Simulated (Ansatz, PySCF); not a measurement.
Gas-phase reaction in SMILES: CC/C=C\CC → [CH2]C/C=C\CC + H atom (the C-H bond at the site shown breaks; other sites are not compared here)
Geometries: B3LYP-D3(BJ)/def2-TZVP minima from Ansatz (an electronic-structure program), one conformer each, not searched for the lowest. Frequencies are from Ansatz or PySCF.
Geometry of the first species:
SMILES: CC/C=C\CC
```xyz
18

C      2.7611    -0.2245    -0.0421
C      1.4339     0.0940    -0.7403
C      0.5363     0.9440     0.1078
C     -0.6451     0.6169     0.6274
C     -1.3936    -0.6722     0.4680
C     -2.7115    -0.4876    -0.2933
H      2.5900    -0.8024     0.8679
H      3.4212    -0.8000    -0.6940
H      3.2843     0.6915     0.2411
H      1.6457     0.6272    -1.6736
H      0.9373    -0.8349    -1.0236
H      0.9251     1.9351     0.3297
H     -1.1553     1.3679     1.2260
H     -1.6143    -1.0770     1.4618
H     -0.7802    -1.4188    -0.0380
H     -3.3498     0.2478     0.2014
H     -2.5248    -0.1337    -1.3088
H     -3.2660    -1.4260    -0.3546
```
Charge 0, spin multiplicity 1.

Quantity: bond dissociation energy (enthalpy at 298 K, with B3LYP-D3(BJ) rigid-rotor harmonic-oscillator terms), in kcal/mol. Correlated levels leave the core frozen unless marked. UHF or UKS for open shells. Spin-orbit coupling is left out. Non-relativistic. CBS(X,Y): correlation extrapolated as X^-3; Hartree-Fock from the larger set. The bracket is a focal-point correction in the basis named.

```
level                                                     program  bond dissociation energy (kcal/mol)
-------------------------------------------------  --------------  -----------------------------------
BLYP/def2-TZVPD                                            Ansatz                                    ?
PBE0-D4/def2-TZVPD                                 Ansatz + dftd4                                 97.5
r2SCANh-D4/def2-TZVPD                              Ansatz + dftd4                                    ?
HSE06-D4/def2-TZVPD                                Ansatz + dftd4                                 97.6
CAM-B3LYP-D3(BJ)/def2-TZVPD                        Ansatz + dftd3                                 99.7
CAM-B3LYP-D4/def2-TZVPD                            Ansatz + dftd4                                 99.7
RPA@PBE/cc-pVQZ                                            Ansatz                                    ?
RI-MP2/CBS(cc-pVTZ,cc-pVQZ)+[CCSD(T)-MP2]/cc-pVTZ          Ansatz                                    ?
```

### Question
Some entries are withheld; supply them.

### Answer

- BLYP/def2-TZVPD, bond dissociation energy (kcal/mol): 97.2
- r2SCANh-D4/def2-TZVPD, bond dissociation energy (kcal/mol): 95.9
- RPA@PBE/cc-pVQZ, bond dissociation energy (kcal/mol): 100.3
- RI-MP2/CBS(cc-pVTZ,cc-pVQZ)+[CCSD(T)-MP2]/cc-pVTZ, bond dissociation energy (kcal/mol): 102.2
